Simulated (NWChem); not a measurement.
CaClF; SMILES [F][Ca][Cl]

```xyz
3

Ca     0.1478     0.4729     0.0000
F     -0.6523     2.2570     0.0000
Cl     0.0091    -1.9885     0.0000
```
Atoms are numbered in this order, from 1.

Results from NWChem. Pople sets run with spherical d functions. The geometry was optimised at PBE0/def2-SVP. GIAO values for the isolated, static molecule; σ is the absolute isotropic shielding, δ = σ(reference) − σ with the isolated reference molecule computed at the same levels (19F: trichlorofluoromethane).

For level KT2/pcSseg-1:

```
Quantity     Result
-----------  ------
σ Ca1 (ppm)  1031.8
δ F2 (ppm)    133.6
σ Cl3 (ppm)   818.6
```

Question: What are these values for level Hartree-Fock/6-31G*?

Answer: σ Ca1 (ppm): 1236.5
δ F2 (ppm): -65.8
σ Cl3 (ppm): 1055.1
